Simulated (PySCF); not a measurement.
# I: ionisation energy

I [Kr] 4d10 5s2 5p5 (2P) → I⁺ [Kr] 4d10 5s2 5p4 (3P), as a difference of total energies. All numbers are calculated (PySCF 2.14, the spin-free X2C one-electron Hamiltonian (Gaussian nucleus), in x2c-TZVPall). Correlated levels: valence: [Kr] 4d10 frozen. The calculations carry no spin-orbit coupling.

```
           method  ionisation energy (eV)  error (eV)
              UHF                   9.587      -0.932
           M06-2X                  10.337      -0.182
            M06-L                  10.499      -0.020
    MP2 (valence)                  10.268      -0.251
SCS-MP2 (valence)                  10.265      -0.254
```

Reference: 10.519 eV (measured; NIST levels, between the centres of gravity of the two terms).

Errors of the correlated levels include the incompleteness of this basis and the frozen core.
